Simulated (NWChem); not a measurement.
The numbers come from NWChem runs, not from measurements. System: HP, charge 0, spin multiplicity 3, at a geometry optimised with UPBE0/def2-SVP. The structure started from a generated list of species. Its SCF solution wasn't tested for a lower state. Level: ROCCSD(T)/def2-TZVP, 5 core orbitals frozen.

Output (cleaned and shortened):

```
             Northwest Computational Chemistry Package (NWChem) 7.3.0
             --------------------------------------------------------

                                NWChem Input Module
                                -------------------

 Scaling coordinates for geometry "geometry" by  1.889725989
 (inverse scale =  0.529177249)

 Turning off AUTOSYM since
 SYMMETRY directive was detected!

                             Geometry "geometry" -> ""
                             -------------------------

 Output coordinates in angstroms (scale by  1.889725989 to convert to a.u.)

  No.       Tag          Charge          X              Y              Z
 ---- ---------------- ---------- -------------- -------------- --------------
    1 P                   15.0000     0.00000000     0.00000000     0.08981900
    2 H                    1.0000     0.00000000     0.00000000    -1.34728800

 Effective nuclear repulsion energy (a.u.)       5.5233595933

            Nuclear Dipole moment (a.u.)
            ----------------------------
        X                 Y               Z
 ---------------- ---------------- ----------------
     0.0000000000     0.0000000000    -0.0000056692

      Symmetry information
      --------------------

 Group name             C2v
 Group number             16
 Group order               4
 No. of unique centers     2

      Symmetry unique atoms

     1    2


 Summary of "ao basis" -> "" (spherical)
 ------------------------------------------------------------------------------
       Tag                 Description            Shells   Functions and Types
 ---------------- ------------------------------  ------  ---------------------
 *                         def2-tzvp                  on all atoms

 Summary of "ao basis" -> "ao basis" (spherical)
 ------------------------------------------------------------------------------
       Tag                 Description            Shells   Functions and Types
 ---------------- ------------------------------  ------  ---------------------
 P                         def2-tzvp                13       37   5s5p2d1f
 H                         def2-tzvp                 4        6   3s1p

                                 NWChem SCF Module
                                 -----------------

  ao basis        = "ao basis"
  functions       =    43
  atoms           =     2
  closed shells   =     7
  open shells     =     2
  charge          =   0.00
  wavefunction    = ROHF
  use symmetry    = T
  symmetry adapt  = T

 Summary of "ao basis" -> "ao basis" (spherical)
 ------------------------------------------------------------------------------
       Tag                 Description            Shells   Functions and Types
 ---------------- ------------------------------  ------  ---------------------
 P                         def2-tzvp                13       37   5s5p2d1f
 H                         def2-tzvp                 4        6   3s1p

      Symmetry analysis of basis
      --------------------------

        a1         20
        a2          3
        b1         10
        b2         10

 Forming initial guess at       0.0s

      Symmetry analysis of molecular orbitals - initial
      -------------------------------------------------

  Numbering of irreducible representations:

     1 a1          2 a2          3 b1          4 b2

  Orbital symmetries:

     1 a1          2 a1          3 b1          4 b2          5 a1
     6 a1          7 a1          8 b1          9 b2         10 a1
    11 a1         12 b1         13 b2         14 a1         15 a2
    16 b1         17 b2         18 a1         19 a1

 Starting SCF solution at       0.0s

 ----------------------------------------------
         Quadratically convergent ROHF

 Convergence threshold     :          1.000E-07
 Maximum no. of iterations :          100
 Final Fock-matrix accuracy:          1.000E-09
 ----------------------------------------------

              iter       energy          gnorm     gmax       time
             ----- ------------------- --------- --------- --------
                 1     -341.2739865608  6.98D-01  4.51D-01      0.2
                 2     -341.2842263609  7.03D-02  2.56D-02      0.2
[...]
              MO Center= -8.1D-17,  7.5D-17,  6.3D-02, r^2= 1.8D+00
   Bfn.  Coefficient  Atom+Function         Bfn.  Coefficient  Atom+Function
  ----- ------------  ---------------      ----- ------------  ---------------
    16      0.549486  1 P  py                19      0.386520  1 P  py
    13      0.216214  1 P  py                 7     -0.180289  1 P  py

 Vector   10  Occ=0.000000D+00  E= 1.530819D-01  Symmetry=a1
              MO Center=  5.2D-16, -3.4D-17, -4.5D-01, r^2= 4.8D+00
   Bfn.  Coefficient  Atom+Function         Bfn.  Coefficient  Atom+Function
  ----- ------------  ---------------      ----- ------------  ---------------
    40      2.043440  2 H  s                 20      1.349517  1 P  pz
     5     -1.219807  1 P  s

 Vector   11  Occ=0.000000D+00  E= 2.879505D-01  Symmetry=a1
              MO Center=  8.3D-16,  4.0D-16, -8.4D-01, r^2= 4.2D+00
   Bfn.  Coefficient  Atom+Function         Bfn.  Coefficient  Atom+Function
  ----- ------------  ---------------      ----- ------------  ---------------
    40      0.901874  2 H  s                 20     -0.773088  1 P  pz
    39     -0.773218  2 H  s                 17      0.491761  1 P  pz
     4     -0.242700  1 P  s                 28     -0.207576  1 P  d  0

 Vector   12  Occ=0.000000D+00  E= 3.651604D-01  Symmetry=b1
              MO Center=  2.3D-16, -2.2D-15,  8.7D-02, r^2= 4.8D+00
   Bfn.  Coefficient  Atom+Function         Bfn.  Coefficient  Atom+Function
  ----- ------------  ---------------      ----- ------------  ---------------
    18     -1.445166  1 P  px                15      1.315754  1 P  px

 center of mass
 --------------
 x =   0.00000000 y =   0.00000000 z =   0.08415314

 moments of inertia (a.u.)
 ------------------
           7.198714565060           0.000000000000           0.000000000000
           0.000000000000           7.198714565060           0.000000000000
           0.000000000000           0.000000000000           0.000000000000

  Mulliken analysis of the total density
  --------------------------------------

    Atom       Charge   Shell Charges
 -----------   ------   -------------------------------------------------------
    1 P   15    15.06   2.01  0.54  1.43  1.10  0.84  4.16  1.70  0.63  1.65  0.93  0.02  0.04  0.00
    2 H    1     0.94   0.23  0.54  0.16  0.02

 Mulliken analysis of the open-shell density
 -------------------------------------------

    Atom       Charge   Shell Charges
 -----------   ------   -------------------------------------------------------
    1 P   15     2.00   0.00  0.00 -0.00  0.00  0.00  0.05 -0.03  0.28  1.04  0.65  0.00  0.00  0.00
    2 H    1     0.00   0.00  0.00  0.00  0.00

       Multipole analysis of the density wrt the origin
       ------------------------------------------------

     L   x y z        total         open         nuclear
     -   - - -        -----         ----         -------
     0   0 0 0     -0.000000     -2.000000     16.000000

     1   1 0 0      0.000000      0.000000      0.000000
     1   0 1 0     -0.000000     -0.000000      0.000000
     1   0 0 1     -0.199593     -0.237379     -0.000006

     2   2 0 0    -10.723391     -5.191628      0.000000
     2   1 1 0      0.000000      0.000000      0.000000
     2   1 0 1     -0.000000      0.000000      0.000000
     2   0 2 0    -10.723391     -5.191628      0.000000
     2   0 1 1      0.000000     -0.000000      0.000000
     2   0 0 2    -10.475098     -2.635340      6.914283

                   NWChem Extensible Many-Electron Theory Module
                   ---------------------------------------------


            General Information
            -------------------
      Number of processors :     1
         Wavefunction type : Restricted open-shell Hartree-Fock
          No. of electrons :    16
           Alpha electrons :     9
            Beta electrons :     7
           No. of orbitals :    86
            Alpha orbitals :    43
             Beta orbitals :    43
        Alpha frozen cores :     5
         Beta frozen cores :     5
     Alpha frozen virtuals :     0
      Beta frozen virtuals :     0
         Spin multiplicity : triplet
    Number of AO functions :    43
       Number of AO shells :    17
        Use of symmetry is : on
      Symmetry adaption is : on
         Schwarz screening : 0.10D-09

          Correlation Information
          -----------------------
          Calculation type : Coupled-cluster singles & doubles w/ perturbation
   Perturbative correction : (T)
            Max iterations :      100
        Residual threshold : 0.10D-05
     T(0) DIIS level shift : 0.00D+00
     L(0) DIIS level shift : 0.00D+00
     T(1) DIIS level shift : 0.00D+00
     L(1) DIIS level shift : 0.00D+00
     T(R) DIIS level shift : 0.00D+00
     T(I) DIIS level shift : 0.00D+00
   CC-T/L Amplitude update :  5-th order DIIS
                I/O scheme : Global Array Library
        L-threshold :  0.10D-05
        EOM-threshold :  0.10D-05
 no EOMCCSD initial starts read in
 TCE RESTART OPTIONS
 SLICE:      F
 D4D5:       F
 quantumc:   F
 qrotation:  F
 pwtce:      F
 qducc:      F
 nacto:                         0
 nrotv:                         0
 nrot:                          0

            Memory Information
            ------------------
          Available GA space size is     249033102 doubles
          Available MA space size is     104853724 doubles

 Maximum block size supplied by input
 Maximum block size        24 doubles

 tile_dim =     15

 -------------------------------------------------

 Global array virtual files algorithm will be used

 Parallel file system coherency ......... OK

 4-electron integrals stored in orbital form

 v2    file size   =           175395
 4-index algorithm nr.  13 is used
 imaxsize =       30
 imaxsize ichop =        0


CCSD iterations
 ---------------------------------------------------------
 Iter          Residuum       Correlation     Cpu    Wall
 ---------------------------------------------------------
    1   0.0871745554325  -0.1185028947131     0.1     0.1
    2   0.0247726624214  -0.1292427916179     0.0     0.0
    3   0.0089693084595  -0.1320262679369     0.1     0.1
    4   0.0036507830857  -0.1327912058051     0.1     0.1
    5   0.0016362727408  -0.1330596948836     0.1     0.1
    6   0.0002552961450  -0.1332417681262     0.1     0.1
    7   0.0000942743907  -0.1332331646261     0.1     0.1
    8   0.0000456331198  -0.1332326432845     0.1     0.1
    9   0.0000244122147  -0.1332323279031     0.1     0.1
   10   0.0000136415814  -0.1332322379436     0.1     0.1
   11   0.0000024584034  -0.1332321287957     0.0     0.0
   12   0.0000010778913  -0.1332322858031     0.1     0.1
   13   0.0000005919368  -0.1332322751977     0.1     0.1
 -----------------------------------------------------------------
 Iterations converged
 CCSD correlation energy / hartree =        -0.133232275197693
 CCSD total energy / hartree       =      -341.417842234024533

 Singles contributions

 Doubles contributions
 CCSD(T)
 Using plain CCSD(T) code
             total no. of tasks          213
 total no. of tasks / no. procs          213
                         wl_min           24           1.7
                         wl_max        27000           5.5
        thresh for no. of tasks          213

 CCSD[T]  correction energy / hartree =        -0.004825422798257
 CCSD[T] correlation energy / hartree =        -0.138057697995950
 CCSD[T] total energy / hartree       =      -341.422667656822796
 CCSD(T)  correction energy / hartree =        -0.004842193007430
 CCSD(T) correlation energy / hartree =        -0.138074468205123
 CCSD(T) total energy / hartree       =      -341.422684427031982

 Task  times  cpu:        2.3s     wall:        2.3s

 Total times  cpu:        2.3s     wall:        2.3s
```

### Question
Write an NWChem input that would produce this output.

### Answer
One answer among several that fit: 
```
start mol
memory heap 100 mb stack 700 mb global 1900 mb
geometry units angstroms nocenter noautoz
  P      0.000000     0.000000     0.089819
  H      0.000000     0.000000    -1.347288
  symmetry group C2v
end
basis spherical
  * library def2-tzvp
end
scf
  rohf
  nopen 2
  maxiter 100
  thresh 1e-7
  semidirect memsize 60000000 filesize 0
  # guess.movecs holds the orbitals of an unrestricted PBE0 run
  vectors input guess.movecs output mol.movecs
end
tce
  freeze core 5
  ccsd(t)
  2eorb
  2emet 13
  thresh 1e-6
  maxiter 100
  tilesize 24
end
task tce energy
```
